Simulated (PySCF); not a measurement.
**Zn+: ionisation energy**

Zn+ [Ar] 3d10 4s1 (2S) → Zn(2+) [Ar] 3d10 (1S), as a difference of total energies. Calculation: PySCF 2.14, in aug-cc-pVQZ-PP with ECP10MDF; a scalar-relativistic core potential. Correlated levels: valence: 3s2 3p6 frozen. The calculations carry no spin-orbit coupling.

```
           method  ionisation energy (eV)
              UHF                  16.851
              LDA                  19.016
              PBE                  18.669
             PBE0                  18.286
           r2SCAN                  18.557
        BHandHLYP                  18.135
             MN15                  17.640
            TPSSh                  18.207
    MP2 (valence)                  17.920
SCS-MP2 (valence)                  17.753
```

**Question.** How much does correlation contribute at MP2 (valence)?

**Answer.** 17.920 − (16.851) = 1.069 eV, measured against UHF.

For comparison: 17.964 eV (measured; NIST Atomic Spectra Database, ionization energies).
